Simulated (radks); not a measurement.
Results of a calculation; reference values are marked as such.
Ru4+, 40 electrons, occupied as [Ar] 3d10 4s2 4p5 4d4 5p1 (not the ground configuration). Level of theory: Dirac Kohn-Sham, BP86, spin-unpolarised, spherical densities, point nucleus; open shells fill j = l - 1/2 first (a radial shooting solver on a logarithmic mesh with Libxc functionals).

Unscreened Slater integrals over Kohn-Sham orbitals (eV). Large and small components are both included. Empty in this configuration: 4d5/2.

integral           value
F0(5p1/2,5p1/2)   9.5468
F0(5p1/2,4d3/2)   11.571
G1(5p1/2,4d3/2)   1.5022
F0(5p1/2,4p3/2)   11.902
G2(5p1/2,4p3/2)  0.92692
F0(5p1/2,4p1/2)   11.941
G0(5p1/2,4p1/2)  0.70677
F0(5p1/2,4d5/2)   11.556
G3(5p1/2,4d5/2)   1.3896
F0(4d3/2,4d3/2)   18.658
F2(4d3/2,4d3/2)   9.5341
F0(4d3/2,4p3/2)   20.303
F2(4d3/2,4p3/2)   10.291
G1(4d3/2,4p3/2)   13.014
G3(4d3/2,4p3/2)   8.0372
F0(4d3/2,4p1/2)   20.490
G1(4d3/2,4p1/2)   12.960
F0(4d3/2,4d5/2)   18.590
F2(4d3/2,4d5/2)   9.5004
G2(4d3/2,4d5/2)   9.4961
G4(4d3/2,4d5/2)   6.2954
F0(4p3/2,4p3/2)   22.506
F2(4p3/2,4p3/2)   11.884
F0(4p3/2,4p1/2)   22.770
G2(4p3/2,4p1/2)   11.994
F0(4p3/2,4d5/2)   20.214
F2(4p3/2,4d5/2)   10.226
G1(4p3/2,4d5/2)   12.911
G3(4p3/2,4d5/2)   7.9717
F0(4p1/2,4p1/2)   23.046
F0(4p1/2,4d5/2)   20.397
G3(4p1/2,4d5/2)   7.9175
F0(4d5/2,4d5/2)   18.523
F2(4d5/2,4d5/2)   9.4681
F4(4d5/2,4d5/2)   6.2768
